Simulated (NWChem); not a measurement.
C2H3BFNO; SMILES FB1COC=N1

```xyz
9

F     -0.0439     2.1065     0.0000
B      0.0295     0.7879     0.0000
C     -1.1891    -0.2315     0.0000
O     -0.4875    -1.4895     0.0000
C      0.8127    -1.1999     0.0000
N      1.2361     0.0114     0.0000
H     -1.8380    -0.1944     0.8894
H     -1.8380    -0.1944    -0.8894
H      1.4452    -2.0986     0.0000
```
Atoms are numbered in this order, from 1.

Level: PBE0/def2-SVP (NWChem), optimised geometry, unscaled harmonic frequencies. 

Problem. List the harmonic frequencies with IR intensities, and the thermochemistry.

Solution. 
```csv
frequency (cm⁻¹),IR intensity (km/mol)
194,1.7
363,1.6
382,3.7
508,22.0
577,2.2
827,2.6
851,30.0
878,12.3
988,23.4
1026,0.6
1072,22.2
1192,7.0
1270,197.6
1281,45.8
1374,23.0
1423,50.3
1482,533.4
1669,238.9
3095,2.4
3154,1.1
3191,14.5
```

- zero-point energy = 38.3 kcal/mol
- thermal correction to the enthalpy at 298.15 K (with zero-point energy) = 41.9 kcal/mol
- heat capacity Cv = 16.8 cal/(mol K)
- entropy at 298.15 K and 1 atm (symmetry number 1) = 71.6 cal/(mol K)
- dipole moment = 2.46 D

Rigid rotor and harmonic oscillator.
